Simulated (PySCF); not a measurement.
NICS in isomers of C7H8FN.

Probes without a nucleus sit at each ring's centroid and 1 Å off its mean plane on both sides; NICS is minus the shielding there, NICSzz its component along the normal. Level: GIAO PBE0/pcSseg-1 (PySCF, non-relativistic, gas phase) on the GFN2-xTB geometries, one conformer each. Atom numbers follow the mapped SMILES.

Question: Order these rings by mean NICS(1)zz, lowest (most negative) first (ppm).
A. ring C4–C5–C6–N7 in `[CH2:1]=[C:2](/[CH:3]=[C:4]1/[CH2:5][CH:6]=[N:7]1)[CH2:8][F:9]`
B. ring C2–C3–C4–C6–C7–C8 in `[CH3:1][c:2]1[cH:3][c:4]([F:5])[cH:6][cH:7][c:8]1[NH2:9]`
C. ring C2–C3–C4–C6–C7–C9 in `[CH3:1][c:2]1[cH:3][c:4]([NH2:5])[cH:6][c:7]([F:8])[cH:9]1`

Answer: B (-25.0), C (-22.4), A (2.0).

| SMILES | ring | NICS(0) | NICS(1) | NICS(1)zz | HOMA | rms pucker (Å) | ring atoms with four or more neighbours |
| --- | --- | --- | --- | --- | --- | --- | --- |
| Cc1cc(F)ccc1N | 6-membered carbocycle; formal bonds all aromatic | -10.3 | -10.7 | -25.0 | 0.98 | 0.00 | 0 |
| Cc1cc(N)cc(F)c1 | 6-membered carbocycle; formal bonds all aromatic | -9.5 | -9.8 | -22.4 | 0.99 | 0.00 | 0 |
| C=C(/C=C1/CC=N1)CF | 4-membered ring with N; formal bonds 1 double, 3 single | 9.6 | -2.5 | 2.0 | – | 0.00 | 1 |

NICS(0) gives the same order. The isotropic NICS(1) gives the same order. HOMA uses Krygowski's 1993 parameters; it is left out where a ring has a four-coordinate atom, a triple bond, no multiple bond or a kind of bond without parameters. NICS(1) and NICS(1)zz are means over the two faces.
